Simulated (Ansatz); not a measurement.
`O=C=C[TeH]` + `N[AsH2]` → `N[AsH][TeH]` + `C=C=O` at 600 K and 1 bar (ligand exchange at a Te–C bond).

Program: Ansatz. Geometries: PBE0-D4/def2-TZVP. ΔE: electronic, gas phase. CCSD(T)/CBS adds triple-zeta CCSD(T) − MP2 to the extrapolated MP2 energy (def2 sets, frozen cores). This one scheme is used for every species. Elements past krypton have def2 core potentials. For As, Te outer-core shells are correlated without core-valence functions, which leaves a few kJ/mol of doubt a bond. Scalar relativity is left out up to krypton. Each species was taken in one conformer, which may not be the lowest.

| species | CCSD(T)/CBS energy (Eh) | H − E (kJ/mol) | S (J/(mol·K)) |
| --- | --- | --- | --- |
| `O=C=C[TeH]` | -420.15634 | 120.8 | 372.9 |
| `N[AsH2]` | -2292.09958 | 143.7 | 315.6 |
| `N[AsH][TeH]` | -2559.85306 | 157.0 | 403.0 |
| `C=C=O` | -152.43640 | 113.6 | 283.5 |

H − E and S are ideal-gas, rigid-rotor, harmonic terms from PBE0-D4/def2-TZVP, for one conformer and one mirror image of each species. 1 Eh = 2625.50 kJ/mol, R = 8.31446 J/(mol·K).

Problem. By hand: ΔE, ΔH, ΔS and ΔG.

Solution. ΔE = (-2559.85306) + (-152.43640) − (-420.15634) − (-2292.09958) = -0.03354 Eh = -88.1 kJ/mol. Δ(H − E) = 157.0 + 113.6 − 120.8 − 143.7 = 6.1, so ΔH = -82.0 kJ/mol. ΔS = 403.0 + 283.5 − 372.9 − 315.6 = -2.0 J/(mol·K). ΔG = -82.0 − 600 × (-2.0)/1000 = -80.8 kJ/mol.

Problem. By hand: the equilibrium constant, and the temperature at which ΔG would vanish if ΔH and ΔS stayed fixed.

Solution. log₁₀ K = −ΔG/(RT ln 10) = 7.0. ΔG = 0 at ΔH/ΔS = 41000 K, far beyond where these terms or the molecules hold.

The number of gas molecules stays the same, so ΔS is small and ΔH decides. A doubt of 5 kJ/mol in ΔE shifts log₁₀ K by 0.4 here. Other conformers and mirror images would add mixing entropy, several J/(mol·K) or more a flexible species. These are equilibria of isolated gas molecules and say nothing of rates. Largest T1 diagnostic: 0.016 (customary marks: 0.02 for closed shells, 0.045 for open ones).
